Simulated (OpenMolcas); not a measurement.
Ti3+ in octahedral coordination: ligands and hosts compared

```yaml
Program: OpenMolcas
Method: CASSCF
Active_space: 1 electron in 5 orbitals (3d)
Spin-orbit_coupling: state interaction with AMFI integrals over the reference wave functions
```

Distances were set from a Shannon-type radius of the metal (high-spin where two are listed) plus a fixed donor radius (OH 1.33, I 2.13, Br 1.91, Cl 1.76, F 1.31, H2O 1.36, O 1.38 Å), in hosts weighted 0.65 to 0.35 with the host's distance in the model lattice. Anionic complexes are neutralised by point charges, and hosts are embedded clusters. Ligand basis ANO-RCC-VDZP. States (labels of the rotation group of each site). Energies in cm-1 above the lowest state or level, χT in cm3 K/mol; under a threefold ground state the first gap can be a small split of the lowest multiplet, not the spin-orbit step; 10Dq is the gap between the two states.

```
Ligand or host  R (Å)   Metal basis  Outer charge (e at Å behind ligand)  Ground state  First state of that spin   10Dq  First gap with spin-orbit (degeneracies)  χT at 300 K
            OH      2  ANO-RCC-VTZP                           0.5 at 3.2      2S+1 = 2                     170.2                                      95.0 (2, 2)        0.452
             I    2.8  ANO-RCC-VTZP                           0.5 at 3.2           2T2                   2E 8902   8902                              300.1 (4, 2)        0.407
            Br   2.58  ANO-RCC-VTZP                           0.5 at 2.8           2T2                   2E 9527   9527                              255.9 (4, 2)        0.429
      Cs2ZrCl6  2.435  ANO-RCC-VTZP                                                2T2                  2E 12266  12266                              217.1 (4, 2)        0.448
         KCdF3   2.04  ANO-RCC-VTZP                                                2T2                  2E 14098  14098                              217.1 (4, 2)        0.449
         KZnF3  1.996  ANO-RCC-VTZP                                                2T2                  2E 15824  15824                              216.9 (4, 2)        0.447
           H2O   2.03  ANO-RCC-VTZP                                                2T2                  2E 17109  17109                              207.2 (4, 2)        0.453
           MgO  2.069  ANO-RCC-VTZP                                                2T2                  2E 19269  19269                              198.9 (4, 2)        0.450
       Cs2GeF6  1.918  ANO-RCC-VTZP                                                2T2                  2E 19372  19372                              216.4 (4, 2)        0.443
```

The rows also differ in their outer charges, so part of each step comes from that.

|10Dq| rises in the order I < Br < Cs2ZrCl6 < KCdF3 < KZnF3 < H2O < MgO < Cs2GeF6, by a factor of 2.18 from first to last. Hosts and complexes held by bare charges are embedded differently, which, with the errors of the method, can account for most of this spread.

The textbook spectrochemical order of these free ligands is I < Br < H2O, and the calculation follows it.

Ligand-to-metal charge-transfer states are missing. An orbital doublet at a regular site is open to a Jahn-Teller distortion, which this geometry leaves out (holds for OH). The least metal-like active orbital is 84 % on the metal (Löwdin) and no ligand orbital is active, so the numbers are rough (holds for OH). With metal d orbitals alone and no dynamic correlation the field as a rule comes out too small, by tens of per cent, by up to half for chloride and softer ligands (holds for OH; I; Br; Cs2ZrCl6). An orbital triplet at a regular site is open to Jahn-Teller coupling, which can distort the site and quench the lowest spin-orbit gaps and is left out (holds for I; Br; Cs2ZrCl6; KCdF3; KZnF3; H2O; MgO; Cs2GeF6). With metal d orbitals alone and no dynamic correlation 10Dq can be off by a tenth to a fifth, either way, in oxide and fluoride hosts (holds for KCdF3; KZnF3; MgO; Cs2GeF6). With metal d orbitals alone the field can be off either way by tens of per cent (holds for H2O). No measured value stands beside these numbers; the geometry is a model, was not optimised and need not be the one that this ion takes.

A state without a sure symmetry label is named by its multiplicity alone.
